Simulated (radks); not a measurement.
Values are calculated unless marked as measured or tabulated.
Tc2.25+, 40.75 electrons, occupied as [Kr] 4d3.75 5s1 (fractional occupations, a model configuration). Level of theory: scalar-relativistic Kohn-Sham, PBE, spin-unpolarised, spherical densities, finite nucleus; Fermi nuclear charge, rms radius 4.4112 fm (a radial shooting solver on a logarithmic mesh with Libxc functionals).

Unscreened Slater integrals over Kohn-Sham orbitals (eV).

| integral | value |
|---|---|
| F0(5s,5s) | 9.0706 |
| F0(5s,4d) | 10.794 |
| G2(5s,4d) | 2.0811 |
| F0(5s,4p) | 11.270 |
| G1(5s,4p) | 0.86648 |
| F0(5s,4s) | 11.398 |
| G0(5s,4s) | 0.56818 |
| F0(4d,4d) | 16.067 |
| F2(4d,4d) | 8.0826 |
| F4(4d,4d) | 5.2928 |
| F0(4d,4p) | 18.103 |
| F2(4d,4p) | 8.9011 |
| G1(4d,4p) | 11.106 |
| G3(4d,4p) | 6.7885 |
| F0(4d,4s) | 18.691 |
| G2(4d,4s) | 8.0345 |
| F0(4p,4p) | 21.165 |
| F2(4p,4p) | 11.145 |
| F0(4p,4s) | 22.136 |
| G1(4p,4s) | 15.032 |
| F0(4s,4s) | 23.273 |

Derived for the open shells (J is the average intra-shell exchange parameter used in DFT+U). 4d: Racah B = F2/49 - 5 F4/441 = 0.1049 eV, C = 35 F4/441 = 0.4201 eV, C/B = 4.00, F4/F2 = 0.655, J = (F2 + F4)/14 = 0.9554 eV.
